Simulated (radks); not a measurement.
Species: Ag6+. Configuration: [Kr] 4d5.

Calculated with a radial shooting solver on a logarithmic mesh with Libxc functionals: scalar-relativistic Kohn-Sham, PBEsol, spin-polarised, spherical densities, point nucleus; open shells are filled with parallel spins first (spin-orbit coupling, left out, can overturn this in heavy ions).

Energy parts (eV):
total: -144321.722
kinetic: 149943.741
electron-nucleus: -344892.261
Hartree: 54528.071
exchange-correlation: -3901.274

Orbitals (lengths in bohr, moments of r in powers of bohr; <r^-3> diverges for s and p1/2; r(max) is where P^2 peaks; r(90%) holds 90 % of the orbital's charge):
| orbital | occ. | eigenvalue (eV) | <r^-3> | r(max) | <1/r> | r(90%) |
|---|---|---|---|---|---|---|
| 1s up | 1 | -25416.30 | - | 0.02017 | 49.41 | 0.0558 |
| 1s down | 1 | -25416.29 | - | 0.02017 | 49.41 | 0.0558 |
| 2s up | 1 | -3829.180 | - | 0.1140 | 11.22 | 0.209 |
| 2s down | 1 | -3827.912 | - | 0.1140 | 11.23 | 0.208 |
| 2p up | 3 | -3445.553 | 3775 | 0.09117 | 10.84 | 0.192 |
| 2p down | 3 | -3444.577 | 3776 | 0.09115 | 10.85 | 0.192 |
| 3s up | 1 | -782.8970 | - | 0.3326 | 3.945 | 0.543 |
| 3s down | 1 | -782.1833 | - | 0.3327 | 3.945 | 0.542 |
| 3p up | 3 | -657.0194 | 676.2 | 0.3257 | 3.759 | 0.553 |
| 3p down | 3 | -656.2155 | 675.9 | 0.3258 | 3.759 | 0.553 |
| 3d up | 5 | -458.6978 | 92.50 | 0.2733 | 3.534 | 0.547 |
| 3d down | 5 | -457.5133 | 92.48 | 0.2736 | 3.535 | 0.546 |
| 4s up | 1 | -191.7045 | - | 0.8154 | 1.553 | 1.28 |
| 4s down | 1 | -186.6811 | - | 0.8126 | 1.560 | 1.28 |
| 4p up | 3 | -153.8533 | 122.6 | 0.8630 | 1.420 | 1.39 |
| 4p down | 3 | -148.6951 | 123.9 | 0.8598 | 1.425 | 1.39 |
| 4d up | 5 | -97.5425 | 12.60 | 0.9672 | 1.177 | 1.68 |
| 4d down | 0 | -92.3990 | 12.59 | 0.9641 | 1.174 | 1.69 |
| 5s up | 0 | -69.4547 | - | 1.838 | 0.6855 | 2.75 |
| 5s down | 0 | -66.5141 | - | 1.867 | 0.6699 | 2.79 |
| 5p up | 0 | -58.2473 | 27.47 | 2.035 | 0.6170 | 3.05 |
| 5p down | 0 | -55.7055 | 25.92 | 2.064 | 0.6029 | 3.10 |

The highest occupied level is 4d up at -97.543 eV. Spin moment in Bohr magnetons: 5. The density falls to 0.001 e/bohr^3 at r = 2.59 bohr. Summed over all electrons, <r^2> = 17.98 bohr^2, which gives a Langevin (diamagnetic) susceptibility term of -14.2 x 10^-6 cm^3/mol.
